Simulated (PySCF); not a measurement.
Compound: C4H7O2S (doublet state).
Geometry (GFN2-xTB, Å), atoms numbered from 1 in this order:
```xyz
14
C4H7O2S angstrom
C      2.706   -0.063   -0.475
C      1.426   -0.475   -0.222
C      0.508    0.214    0.531
S     -1.123   -0.443    0.741
C     -2.122    0.566   -0.398
O     -1.563   -0.171    2.083
O     -1.146   -1.803    0.274
H      3.376   -0.655   -1.071
H      3.078    0.866   -0.080
H      1.077   -1.416   -0.630
H      0.713    1.138    1.041
H     -2.062    1.598   -0.078
H     -3.143    0.210   -0.343
H     -1.727    0.434   -1.396
```

The hyperfine couplings belong to this conformer and change with its torsions.

As a line formula: `CS(=O)(=O)/C=C/[CH2]` [radical].

The calculation used PySCF, UKS B3LYP, pcH-1 on C H O S, non-relativistic, mean-field spin-orbit, GIAO. Isolated species at its GFN2-xTB geometry (one conformer only). Couplings are sensitive to structure, and on GFN2-xTB geometries they can be far from those on DFT ones. No stability test was run, so a lower SCF solution isn't excluded. ⟨S²⟩ is 0.775 where a pure state has 0.75.

The largest Mulliken spin populations are on C1 (+0.68), C3 (+0.62) and C2 (-0.25). The positive populations add up to 1.33 and the negative ones to -0.33, together 2S = 1. The angles at C1 add up to 360.0°, so it is planar; its axial dipolar tensor and the negative couplings of its protons fit spin in a p orbital normal to that plane.

Test a(H) = Q·ρ(C) for the protons on planar carbons with a spin population beyond ±0.08.

| H | C | ρ(C) | a(H) (G) | a/ρ (G) |
| --- | --- | --- | --- | --- |
| H8 | C1 | +0.677 | -15.07 | -22.2 |
| H9 | C1 | +0.677 | -14.33 | -21.2 |
| H10 | C2 | -0.247 | +4.30 | -17.4 |
| H11 | C3 | +0.623 | -13.88 | -22.3 |

A least-squares line through the origin gives Q = -21.7 G with Mulliken populations. Where ρ is negative the coupling is positive.

Leave H10 and its like out of the fit. How well does the relation then predict its coupling?

The other protons give Q = -21.9 G, so a = -21.9 × -0.247 = 5.41 G, against the computed 4.30 G.

Couplings in gauss use g_iso = 2.0024.

Time: 66 s wall (grids of density and orbitals included); peak memory 0.92 GiB. Hardware: Arm Neoverse V1, one thread, on a shared host.
